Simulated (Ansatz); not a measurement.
Harmonic frequencies (cm⁻¹) at PBE0-D4/def2-TZVP from Ansatz: 72, 78, 93, 147, 195, 292, 319, 597, 677, 772, 833, 847, 881, 927, 1150, 1175, 1181, 1219, 1480, 1492, 1501, 2204, 2595, 2681, 3025, 3097, 3125.

Each molecule was computed in one conformer, which needn't be the lowest.

**Question.** Which molecule is it?
A. `NCB(O)[SeH]`
B. `CB(F)O[SiH3]`
C. `B[SiH2]C(O)F`
D. `B[SiH](F)OC`

**Answer.** D.
